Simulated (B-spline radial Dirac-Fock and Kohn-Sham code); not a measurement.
Z = 34 (selenium), transition energy 20 keV. Calculated with an atomic code on a B-spline grid, using a Dirac-Hartree-Slater potential of the neutral atom with a Latter tail (no hole, which puts coefficients of high multipoles low close above an edge), finite nucleus with surface currents. Subshells that would emit electrons below 1 keV are left out.

Task: A pure transition shows α(K) = 20100, L1/L2 = 0.000797 and L1/L3 = 0.000486. What is its multipolarity?
A. M4
B. M3
C. M2
D. M1
E. E3
F. E2
G. E4
H. E1

Result: G. For comparison, α(K), L1/L2, L1/L3 are E1 7.28, 5.24, 2.97; E2 132, 0.262, 0.154; E3 1670, 0.0153, 0.00925; M1 9.24, 14.4, 40.2; M2 404, 10.3, 3.19; M3 7900, 7.10, 0.604; M4 128000, 5.25, 0.258.
